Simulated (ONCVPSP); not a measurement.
Pseudopotential generation for Ca (Z = 20): ONCV, PBE, fully relativistic.

The input file (ONCVPSP 4.0.1):

```
# ATOM AND REFERENCE CONFIGURATION
# atsym  z   nc   nv     iexc    psfile
  Ca 20.00    3    3        4      upf
#
#   n    l    f
    1    0    2.00
    2    0    2.00
    2    1    6.00
    3    0    2.00
    3    1    6.00
    4    0    1.00
#
# PSEUDOPOTENTIAL AND OPTIMIZATION
# lmax
    2
#
#   l,   rc,      ep,       ncon, nbas, qcut
    0    1.75    0.00    5    8    9.10
    1    1.25    0.00    4    8    6.10
    2    1.80    0.14    4    9    4.80
#
# LOCAL POTENTIAL
# lloc, lpopt,  rc(5),   dvloc0
    4    5    0.95    0.00
#
# VANDERBILT-KLEINMAN-BYLANDER PROJECTORs
# l, nproj, debl
    0    2    1.10
    1    3    0.70
    2    3    2.10
#
# MODEL CORE CHARGE
# icmod, fcfact, rcfact
    3    4.25    1.65
#
# LOG DERIVATIVE ANALYSIS
# epsh1, epsh2, depsh
   -3.00    5.00    0.02
#
# OUTPUT GRID
# rlmax, drl
    6.00    0.01
#
# TEST CONFIGURATIONS
# ncnf
    4
# nvcnf
#   n    l    f
    3
    3    0    2.00
    3    1    6.00
    4    0    2.00
#
    3
    3    0    2.00
    3    1    6.00
    4    0    0.00
#
    3
    3    0    2.00
    3    1    6.00
    4    0    1.50
#
    4
    3    0    2.00
    3    1    6.00
    4    0    0.00
    4    1    2.00
#
```

Command:

```bash
oncvpspr.x < Ca.dat > Ca.out
```

Output (shortened: citation, most of the input echo, consistency checks and plot data are left out):

```
ONCVPSP  (Optimized Norm-Conservinng Vanderbilt PSeudopotential)
relativistic version 4.0.1

#   n    l    f        energy (Ha)
    1    0    2.00    -1.4537613D+02
    2    0    2.00    -1.5482502D+01
    2    1    6.00    -1.2511038D+01    -1.2646539D+01
    3    0    2.00    -1.9839993D+00
    3    1    6.00    -1.2770302D+00    -1.2911951D+00
    4    0    1.00    -3.2946388D-01

Reference configufation results
  iterations    26
  all-electron total energy (Ha)   -6.80097820D+02

Begin loop to  construct optimized pseudo wave functions
and semi-local pseudopoentials for all angular momenta

Calculating optimized projector #   1

 for l=   0

    Fraction of norm inside rc  0.905654
    Optimizing pswf for qcut=   9.09 a_B^-1,  ecut=  41.34 Ha
    Residual kinetic energy error=  8.13D-08 Ha

    Energy error per electron        Cutoff
         Ha          eV             Ha
         0.01000     0.27211       18.90
         0.00100     0.02721       25.14
         0.00010     0.00272       30.38
         0.00001     0.00027       34.48

Calculating optimized projector #   2

 for l=   0

    Fraction of norm inside rc  0.048951
    Optimizing pswf for qcut=   9.09 a_B^-1,  ecut=  41.34 Ha
    Residual kinetic energy error=  2.04D-08 Ha

    Energy error per electron        Cutoff
         Ha          eV             Ha
         0.01000     0.27211       12.74
         0.00100     0.02721       20.77
         0.00010     0.00272       26.99
         0.00001     0.00027       32.23

WARNING wellstate: negative energy specified for n= 4 l=  1
WARNING scattering state with energy  0.25000000
WARNING will be used for the first projector

   Wellstate for l =  1  n =  4 kap= -2
     eigenvalue =   0.2500
     asymptotic potential =   0.7500
     half-point radius =  2.8558

   Wellstate for l =  1  n =  5 kap= -2
     eigenvalue =   0.9500
     asymptotic potential =   1.4500
     half-point radius =  4.0597

Calculating optimized projector #   1

 for l=   1

    Fraction of norm inside rc  0.542646
    Optimizing pswf for qcut=   6.09 a_B^-1,  ecut=  18.53 Ha
    Residual kinetic energy error=  4.03D-04 Ha

    Energy error per electron        Cutoff
         Ha          eV             Ha
         0.01000     0.27211       10.19
         0.00100     0.02721       13.85
         0.00010     0.00272       76.31
         0.00001     0.00027      129.69

Calculating optimized projector #   2

 for l=   1

    Fraction of norm inside rc  0.094349
    Optimizing pswf for qcut=   6.09 a_B^-1,  ecut=  18.53 Ha
    Residual kinetic energy error=  1.24D-04 Ha

    Energy error per electron        Cutoff
         Ha          eV             Ha
         0.01000     0.27211        9.34
         0.00100     0.02721       12.86
         0.00010     0.00272       21.98
         0.00001     0.00027       83.02

Calculating optimized projector #   3

 for l=   1

    Fraction of norm inside rc  0.056120
    Optimizing pswf for qcut=   6.09 a_B^-1,  ecut=  18.53 Ha
    Residual kinetic energy error=  1.08D-04 Ha

    Energy error per electron        Cutoff
         Ha          eV             Ha
         0.01000     0.27211        9.36
         0.00100     0.02721       12.87
         0.00010     0.00272       21.08
         0.00001     0.00027       69.60

   Wellstate for l =  1  n =  4 kap=  1
     eigenvalue =  -0.5912

   Wellstate for l =  1  n =  5 kap=  1
     eigenvalue =   0.9464

Calculating optimized projector #   1

 for l=   1

    Fraction of norm inside rc  0.548787
    Optimizing pswf for qcut=   6.09 a_B^-1,  ecut=  18.53 Ha
    Residual kinetic energy error=  3.67D-04 Ha

    Energy error per electron        Cutoff
         Ha          eV             Ha
         0.01000     0.27211       10.34
         0.00100     0.02721       13.95
         0.00010     0.00272       74.02
         0.00001     0.00027      129.28

Calculating optimized projector #   2

 for l=   1

    Fraction of norm inside rc  0.094295
    Optimizing pswf for qcut=   6.09 a_B^-1,  ecut=  18.53 Ha
    Residual kinetic energy error=  1.12D-04 Ha

    Energy error per electron        Cutoff
         Ha          eV             Ha
         0.01000     0.27211        9.47
         0.00100     0.02721       13.01
         0.00010     0.00272       21.42
         0.00001     0.00027       77.87

Calculating optimized projector #   3

 for l=   1

    Fraction of norm inside rc  0.055939
    Optimizing pswf for qcut=   6.09 a_B^-1,  ecut=  18.53 Ha
    Residual kinetic energy error=  9.84D-05 Ha

    Energy error per electron        Cutoff
         Ha          eV             Ha
         0.01000     0.27211        9.48
         0.00100     0.02721       13.02
         0.00010     0.00272       17.91
         0.00001     0.00027       67.71

WARNING wellstate: localized bound state found for n= 3 l= 2
WARNING this state with energy -0.30614828
WARNING will be used for the first projector

   Wellstate for l =  2  n =  5 kap= -3
     eigenvalue =   1.7939
     asymptotic potential =   2.2939
     half-point radius =  3.5949

   Wellstate for l =  2  n =  6 kap= -3
     eigenvalue =   3.8939
     asymptotic potential =   4.3939
     half-point radius =  3.3984

Calculating optimized projector #   1

 for l=   2

    Fraction of norm inside rc  0.530039
    Optimizing pswf for qcut=   4.81 a_B^-1,  ecut=  11.55 Ha
    Residual kinetic energy error=  3.22D-02 Ha

    Energy error per electron        Cutoff
         Ha          eV             Ha
         0.01000     0.27211       22.19
         0.00100     0.02721       87.90
         0.00010     0.00272      101.93
         0.00001     0.00027      148.51

Calculating optimized projector #   2

 for l=   2

    Fraction of norm inside rc  0.126456
    Optimizing pswf for qcut=   4.81 a_B^-1,  ecut=  11.55 Ha
    Residual kinetic energy error=  1.25D-01 Ha

    Energy error per electron        Cutoff
         Ha          eV             Ha
         0.01000     0.27211       19.77
         0.00100     0.02721       72.94
         0.00010     0.00272      114.99
         0.00001     0.00027      126.63

Calculating optimized projector #   3

 for l=   2

    Fraction of norm inside rc  0.135147
    Optimizing pswf for qcut=   4.81 a_B^-1,  ecut=  11.55 Ha
    Residual kinetic energy error=  3.70D-01 Ha

    Energy error per electron        Cutoff
         Ha          eV             Ha
         0.01000     0.27211       22.84
         0.00100     0.02721      123.48
         0.00010     0.00272      150.37
         0.00001     0.00027      185.19

   Wellstate for l =  2  n =  3 kap=  2
     eigenvalue =   0.1400

   Wellstate for l =  2  n =  5 kap=  2
     eigenvalue =   1.7931

   Wellstate for l =  2  n =  6 kap=  2
     eigenvalue =   3.8933

Calculating optimized projector #   1

 for l=   2

    Fraction of norm inside rc  0.531564
    Optimizing pswf for qcut=   4.81 a_B^-1,  ecut=  11.55 Ha
    Residual kinetic energy error=  3.24D-02 Ha

    Energy error per electron        Cutoff
         Ha          eV             Ha
         0.01000     0.27211       22.28
         0.00100     0.02721       87.96
         0.00010     0.00272      101.98
         0.00001     0.00027      148.64

Calculating optimized projector #   2

 for l=   2

    Fraction of norm inside rc  0.126614
    Optimizing pswf for qcut=   4.81 a_B^-1,  ecut=  11.55 Ha
    Residual kinetic energy error=  1.26D-01 Ha

    Energy error per electron        Cutoff
         Ha          eV             Ha
         0.01000     0.27211       19.86
         0.00100     0.02721       73.11
         0.00010     0.00272      115.04
         0.00001     0.00027      126.68

Calculating optimized projector #   3

 for l=   2

    Fraction of norm inside rc  0.135322
    Optimizing pswf for qcut=   4.81 a_B^-1,  ecut=  11.55 Ha
    Residual kinetic energy error=  3.72D-01 Ha

    Energy error per electron        Cutoff
         Ha          eV             Ha
         0.01000     0.27211       22.89
         0.00100     0.02721      123.79
         0.00010     0.00272      150.41
         0.00001     0.00027      185.27

Construct Vanderbilt / Kleinmman-Bylander projectors

B matrix Hermiticity error, ll=  0  kap= -1
   1   2    9.2020D-05

  Orthonormal projector coefficients  1.2737E+01  1.2515E+00

B matrix Hermiticity error, ll=  1  kap= -2
   1   2    1.2304D-04
   1   3   -1.5077D-04
   2   3    2.4653D-05

  Orthonormal projector coefficients  9.3109E+02  6.1920E+00  1.1369E+00

B matrix Hermiticity error, ll=  1  kap=  1
   1   2    1.2480D-04
   1   3   -1.5247D-04
   2   3    2.4763D-05

  Orthonormal projector coefficients  4.1054E+02  6.1603E+00  1.1277E+00

B matrix Hermiticity error, ll=  2  kap= -3
   1   2   -8.4746D-05
   1   3    6.8758D-05
   2   3    8.9523D-05

  Orthonormal projector coefficients  2.7503E+01 -5.8306E+00 -4.4702E+00

B matrix Hermiticity error, ll=  2  kap=  2
   1   2   -8.4936D-05
   1   3    6.8980D-05
   2   3    8.9688D-05

  Orthonormal projector coefficients  2.7728E+01 -5.8289E+00 -4.4753E+00

 Orthonormal scalar projector coefficients, l =  1
  7.5738E+02  6.1821E+00  1.1370E+00  1.8427E-01  8.8025E-05  2.7873E-07

 Orthonormal spin-orbit projector coefficients, l =  1
  3.4785E+02 -8.1906E-01  5.2365E-02 -3.5441E-02  9.8249E-03 -3.7066E-05

 Orthonormal scalar projector coefficients, l =  2
  2.7593E+01 -5.8299E+00 -4.4722E+00  6.2091E-06 -7.2184E-07 -2.3093E-08

 Orthonormal spin-orbit projector coefficients, l =  2
 -9.6188E-02  3.6546E-03  3.0615E-03  1.4289E-03 -7.2954E-04 -1.9666E-05

Model core correction analysis
  based on d2Exc/dn_idn_j

d2excae - all-electron derivatives

   -3.109364D-02   -2.807479D-02   -2.732913D-03
   -2.807499D-02   -2.654466D-02   -3.693555D-03
   -2.731212D-03   -3.690004D-03   -4.066837D-02

d2excps - pseudofunction derivatives with no core correction

   -4.219441D-02   -3.847971D-02   -3.613633D-03
   -3.848018D-02   -3.618256D-02   -4.626367D-03
   -3.610331D-03   -4.620055D-03   -4.496898D-02

rms 2nd derivative error    7.105749E-03

rmatch, rhocmatch    0.6256    9.0433

Teter function model core charge with specified parameters

d2excps - pseudofunction derivatives with core correction

   -3.647342D-02   -3.379295D-02   -3.005986D-03
   -3.379315D-02   -3.236739D-02   -4.119485D-03
   -3.002576D-03   -4.113118D-03   -4.490665D-02

rms 2nd derivative error    4.037499E-03

Pseudoatom total energy  -36.732184

Diagnostic tests using Vanderbilt-Kleinman-Bylander pseudopotentials
  relativistic with J = L +/- 1/2 projectors

   l  kap   rcore       rmatch      e in        delta e    norm test   slope test

   0  -1   1.7505481   1.8036985  -1.9839993  -0.0000001   1.0000832   1.0000824
   0  -1   1.7505481   1.8036985  -0.3294639   0.0000024   1.0000290   1.0000248

   1  -2   1.2522387   1.2902594  -1.2770302  -0.0000201   1.0000758   1.0001252
   1   1   1.2522387   1.2902594  -1.2911951   0.0000045   1.0000803   1.0000778
   1  -2   1.2522387   1.2902594   0.2500000   0.0000017   1.0002164   1.0002164
   1   1   1.2522387   1.2902594   0.2464274   0.0000029   1.0002183   1.0002183
   1  -2   1.2522387   1.2902594   0.9500000   0.0000021   1.0002605   1.0002605
   1   1   1.2522387   1.2902594   0.9475048   0.0000024   1.0002621   1.0002621

   2  -3   1.8036985   1.8584627  -0.3061483  -0.0000019   1.0000422   1.0000611
   2   2   1.8036985   1.8584627  -0.3069032   0.0000051   1.0000478   1.0000127
   2  -3   1.8036985   1.8584627   1.7938517   0.0000292   1.0001474   1.0001474
   2   2   1.8036985   1.8584627   1.7932954   0.0000317   1.0001469   1.0001469
   2  -3   1.8036985   1.8584627   3.8938517   0.0000507   1.0002250   1.0002250
   2   2   1.8036985   1.8584627   3.8932341   0.0000518   1.0002257   1.0002257

Diagnostic tests using Vanderbilt-Kleinman-Bylander pseudopotentials
  relativistic with scalar and spin-orbit non-local projectors

   l  kap   rcore       rmatch      e in        delta e    norm test   slope test

   0  -1   1.7505481   1.8036985  -1.9839993  -0.0000001   1.0000832   1.0000824
   0  -1   1.7505481   1.8036985  -0.3294639   0.0000024   1.0000290   1.0000248

   1  -2   1.2522387   1.2902594  -1.2770302  -0.0061572   1.0005924   0.9886056
   1   1   1.2522387   1.2902594  -1.2911951   0.0080258   0.9993118   1.0149281
   1  -2   1.2522387   1.2902594   0.2500000  -0.0157901   1.0020927   1.0020927
   1   1   1.2522387   1.2902594   0.2464274   0.0215406   0.9972803   0.9972803
   1  -2   1.2522387   1.2902594   0.9500000  -0.0184394   1.0021490   1.0021490
   1   1   1.2522387   1.2902594   0.9475048   0.0258765   0.9970824   0.9970824

   2  -3   1.8036985   1.8584627  -0.3061483   0.0000000   1.0000438   1.0000779
   2   2   1.8036985   1.8584627  -0.3069032   0.0000004   1.0000457   0.9999736
   2  -3   1.8036985   1.8584627   1.7938517   0.0000255   1.0001474   1.0001474
   2   2   1.8036985   1.8584627   1.7932954   0.0000278   1.0001461   1.0001461
   2  -3   1.8036985   1.8584627   3.8938517   0.0000490   1.0002246   1.0002246
   2   2   1.8036985   1.8584627   3.8932341   0.0000484   1.0002257   1.0002257

Ghost test for J = L + 1/2

 Testing for bound ghosts
   n   l    E NL Schr. Eq   E Basis Diag.   E Cutoff

   1   0       -1.983999       -1.983996     86.01
   2   0       -0.329461       -0.256454     86.01

   2   1       -1.277050       -1.273635    251.46

   3   2       -0.306150       -0.298033    170.17

 Testing for highly-localized positive-energy ghosts
       l    <radius>/rc     E Basis Diag.   E Cutoff

       0        0.891578        9.948762     86.01  WARNING - GHOST(+)

       1        0.407966     1059.880800    251.46  WARNING - GHOST(+)

       2        0.894747      143.077772    170.17  WARNING - GHOST(+)

Ghost test for J = L - 1/2

 Testing for bound ghosts
   n   l    E NL Schr. Eq   E Basis Diag.   E Cutoff

   1   0       -1.983999       -1.983996     86.01
   2   0       -0.329461       -0.256454     86.01

   2   1       -1.291191       -1.287944    251.46

   3   2       -0.306898       -0.298851    170.17

 Testing for highly-localized positive-energy ghosts
       l    <radius>/rc     E Basis Diag.   E Cutoff

       0        0.891578        9.948762     86.01  WARNING - GHOST(+)

       1        0.410847      539.863793    251.46  WARNING - GHOST(+)

       2        0.885575      143.161702    170.17  WARNING - GHOST(+)

Test configuration 0

   n   l kap    f        eae           eps        diff
   1   0  -1  2.0000 -145.37612956
   2   0  -1  2.0000  -15.48250154
   2   1  -2  4.0000  -12.51103777
   2   1   1  2.0000  -12.64653905
   3   0  -1  2.0000   -1.98399932   -1.98399938   -5.48E-08
   3   1  -2  4.0000   -1.27703016   -1.27705025   -2.01E-05
   3   1   1  2.0000   -1.29119507   -1.29119060    4.47E-06
   4   0  -1  1.0000   -0.32946388   -0.32946148    2.40E-06

    Total energies and differences
      AE_ref= -6.80097820E+02  AE_tst= -6.80097820E+02  dif=  0.00E+00
      PS_ref= -3.67321842E+01  PS_tst= -3.67321842E+01  dif= -4.26E-14
      PSP excitation error=  4.26E-14

Test configuration 1

   n   l kap    f        eae           eps        diff
   1   0  -1  2.0000 -145.11737075
   2   0  -1  2.0000  -15.22503503
   2   1  -2  4.0000  -12.25346774
   2   1   1  2.0000  -12.38895909
   3   0  -1  2.0000   -1.73038703   -1.73036387    2.32E-05
   3   1  -2  4.0000   -1.02445930   -1.02447952   -2.02E-05
   3   1   1  2.0000   -1.03855841   -1.03855275    5.66E-06
   4   0  -1  2.0000   -0.13840621   -0.13840405    2.16E-06

    Total energies and differences
      AE_ref= -6.80097820E+02  AE_tst= -6.80329684E+02  dif= -2.32E-01
      PS_ref= -3.67321842E+01  PS_tst= -3.69640461E+01  dif= -2.32E-01
      PSP excitation error= -2.64E-06

Test configuration 2

   n   l kap    f        eae           eps        diff
   1   0  -1  2.0000 -145.68908725
   2   0  -1  2.0000  -15.79307277
   2   1  -2  4.0000  -12.82178731
   2   1   1  2.0000  -12.95730669
   3   0  -1  2.0000   -2.28691025   -2.28696788   -5.76E-05
   3   1  -2  4.0000   -1.57750513   -1.57754057   -3.54E-05
   3   1   1  2.0000   -1.59181802   -1.59183162   -1.36E-05
   4   0  -1  0.0000   -0.53423930   -0.53423930    0.00E+00

    Total energies and differences
      AE_ref= -6.80097820E+02  AE_tst= -6.79663439E+02  dif=  4.34E-01
      PS_ref= -3.67321842E+01  PS_tst= -3.62978033E+01  dif=  4.34E-01
      PSP excitation error= -5.66E-07

Test configuration 3

   n   l kap    f        eae           eps        diff
   1   0  -1  2.0000 -145.23939661
   2   0  -1  2.0000  -15.34655716
   2   1  -2  4.0000  -12.37503044
   2   1   1  2.0000  -12.51052566
   3   0  -1  2.0000   -1.85041870   -1.85040386    1.48E-05
   3   1  -2  4.0000   -1.14409481   -1.14411415   -1.93E-05
   3   1   1  2.0000   -1.15821918   -1.15821315    6.03E-06
   4   0  -1  1.5000   -0.23083977   -0.23083696    2.81E-06

    Total energies and differences
      AE_ref= -6.80097820E+02  AE_tst= -6.80237675E+02  dif= -1.40E-01
      PS_ref= -3.67321842E+01  PS_tst= -3.68720383E+01  dif= -1.40E-01
      PSP excitation error= -1.36E-06

Test configuration 4

   n   l kap    f        eae           eps        diff
   1   0  -1  2.0000 -145.21611268
   2   0  -1  2.0000  -15.32365742
   2   1  -2  4.0000  -12.35194840
   2   1   1  2.0000  -12.48743829
   3   0  -1  2.0000   -1.82660952   -1.82664709   -3.76E-05
   3   1  -2  4.0000   -1.11918670   -1.11925115   -6.45E-05
   3   1   1  2.0000   -1.13337157   -1.13341239   -4.08E-05
   4   0  -1  0.0000   -0.18266454   -0.53423930   -3.52E-01
   4   1  -2  1.3333   -0.08753536   -0.08753587   -5.09E-07
   4   1   1  0.6667   -0.08830738   -0.08830639    9.89E-07

    Total energies and differences
      AE_ref= -6.80097820E+02  AE_tst= -6.80147733E+02  dif= -4.99E-02
      PS_ref= -3.67321842E+01  PS_tst= -3.67820979E+01  dif= -4.99E-02
      PSP excitation error=  5.88E-07
```

The run took about 13 s on one core of a shared server CPU.
